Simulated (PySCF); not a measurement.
Static response to an electric field

Compound: Ag(AsH3)Cl (singlet state).
Geometry (PBE0-D3(BJ)/def2-SVP, Å), atoms numbered from 1 in this order:
```xyz
6
AgAsClH3 angstrom
Ag     0.0003    0.0109   -1.6213
As     0.0050   -0.0149    0.8259
H      0.8293   -1.0367    1.5684
H     -1.2928   -0.2221    1.5659
H      0.4739    1.2085    1.5733
Cl    -0.0157    0.0543   -3.9122
```

Level: CAM-B3LYP/def2-SVPD (PySCF), static field, nuclei fixed, core orbitals frozen in the response. The polarisability tensor in these axes (au):

```
x    60.80   0.00   0.19
y     0.00  60.81  -0.64
z     0.19  -0.64 104.40
```

Problem. What are the eigenvalues, a third of the trace, and Δα (Δα² = ½Σ(αi − αj)² over the three pairs)?

Solution. Principal values 60.80, 60.80 and 104.41 au; mean 75.34 au = 11.16 Å³ = 12.42 × 10⁻⁴⁰ C²·m²/J; Δα = 43.61 au (58 % of the mean).

Problem. What is the dipole moment, and where does it point?

Solution. (0.04, -0.14, 9.03) D, 9.04 D in size, pointing from the negative to the positive side. Measured along this direction, the outermost atoms are Cl6 at the negative end and H3, H4 and H5 at the positive end.

Problem. How large is μ²/3kT at 350 K beside α?

Solution. In Gaussian units μ²/3kT = 563.16 Å³ against 11.16 Å³, a ratio of 50.45; the Debye molar polarisation (4π/3)N_A(α + μ²/3kT) is 1448.8 cm³/mol, leaving out the vibrational part.

Problem. Refractivity n − 1 of an ideal gas of it at 500 K and 1 atm, from the electronic α?

Solution. N = p/kT = 1.4678 × 10¹⁹ cm⁻³, so n − 1 = 2π × N × 11.16 × 10⁻²⁴ cm³ = 1030 × 10⁻⁶ at long wavelengths.

Problem. Molar refractivity from α?

Solution. Lorentz–Lorenz: R = (4π/3)N_A α = 2.5225 cm³/(mol·Å³) × 11.16 Å³ = 28.2 cm³/mol, in the limit of long wavelengths.

Isolated species at its PBE0-D3(BJ)/def2-SVP geometry, gas phase. Atoms past krypton carry effective core potentials; spin–orbit coupling is left out. The calculation is non-relativistic apart from the core potentials, for arsenic too.
